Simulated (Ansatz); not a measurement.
Born–Oppenheimer molecular dynamics of C2H5BOSi (10 atoms, charge 0, multiplicity 1). It starts at the highest image of a converged band, a first-order saddle point between two minima.

These are results of RKS B3LYP-D4/def2-SVP in Ansatz 0.2.0, not measurements.

- ensemble: NVE (velocity Verlet)
- time step: 0.5 fs
- steps asked: 200
- starting velocities drawn for: 100 K
- seed: 4027

First frame:

```xyz
10
Properties=species:S:1:pos:R:3
B -0.860 -0.395 -1.627
C -0.231 -0.002 -0.286
C -0.271 -0.592 0.957
Si 1.173 0.393 1.552
O 0.652 1.093 -0.205
H -0.439 0.068 -2.656
H -1.782 -1.170 -1.631
H -0.848 -1.482 1.207
H 1.848 0.651 0.070
H 0.841 1.385 2.621
```

**Question.** How far do the bonds stretch over the last three quarters of this one trajectory? (Pairs bonded in most of those frames.)

**Answer.** 
```
   bond  mean (Å)  spread (Å)  shortest  longest
  B1–C2     1.533       0.042      1.46     1.63
  B1–H6     1.209       0.006      1.20     1.22
  B1–H7     1.205       0.007      1.19     1.22
  C2–C3     1.362       0.019      1.32     1.40
  C2–O5     1.432       0.057      1.34     1.54
 C3–Si4     1.912       0.044      1.83     1.97
  C3–H8     1.097       0.019      1.07     1.13
Si4–H10     1.544       0.016      1.51     1.57
  O5–H9     0.990       0.031      0.94     1.04
```

Mean temperature of the second half: 642 K. The conserved energy stayed within 0.14 meV per atom of its start (net change 0.034 meV per atom), so the integration is sound. The system heated up, since it started high on the potential surface and ran downhill. A run of 0.1 ps of so small a system gives no equilibrium averages. The orbitals stay closed-shell, which can raise the energy where a bond breaks towards radicals; this wasn't checked here.

Time of the run: 7.4 min on 2 threads of Arm Neoverse V2, with other jobs on the host, peak memory 0.2 GiB.
